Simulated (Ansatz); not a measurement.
Gas-phase electronic energies from Ansatz, PBE0-D4/def2-TZVP geometries. CCSD(T)/CBS adds triple-zeta CCSD(T) − MP2 to the extrapolated MP2 energy (def2 sets, frozen cores). Functionals use def2-TZVPP. Each species was taken in one conformer, which may not be the lowest.

Consider the substitution at a C–C bond: `FCCOCF` + `BCS` → `BCSCF` + `COCF`.

```json
{"level": "r2SCAN-D4", "ΔE (kJ/mol)": "2.4", "difference from CCSD(T)/CBS": "-3.9"}
{"level": "ωB97X-V", "ΔE (kJ/mol)": "6.3", "difference from CCSD(T)/CBS": "0.0"}
{"level": "ωB97M-V", "ΔE (kJ/mol)": "6.1", "difference from CCSD(T)/CBS": "-0.2"}
{"level": "PBE", "ΔE (kJ/mol)": "0.4", "difference from CCSD(T)/CBS": "-5.9"}
{"level": "PBE0", "ΔE (kJ/mol)": "4.9", "difference from CCSD(T)/CBS": "-1.4"}
{"level": "HF/def2-TZVPP", "ΔE (kJ/mol)": "14.7", "difference from CCSD(T)/CBS": "8.4"}
{"level": "MP2/def2-TZVPP", "ΔE (kJ/mol)": "5.0", "difference from CCSD(T)/CBS": "-1.3"}
{"level": "MP2/def2-QZVPP", "ΔE (kJ/mol)": "3.5", "difference from CCSD(T)/CBS": "-2.8"}
{"level": "HF/CBS(def2)", "ΔE (kJ/mol)": "14.5", "difference from CCSD(T)/CBS": "8.2"}
{"level": "MP2/CBS(def2)", "ΔE (kJ/mol)": "2.4", "difference from CCSD(T)/CBS": "-3.9"}
{"level": "CCSD(T)/CBS", "ΔE (kJ/mol)": "6.3", "difference from CCSD(T)/CBS": "0"}
```

Largest T1 diagnostic among the species: 0.011.

In def2-TZVPP, CCSD(T) changes the Hartree–Fock value by −5.9 kJ/mol (the triples alone add −2.4 kJ/mol) and MP2 by −9.7 kJ/mol. From PBE to PBE0 (25 % exact exchange), in def2-TZVPP and without D4, ΔE moves by +4.5 kJ/mol.
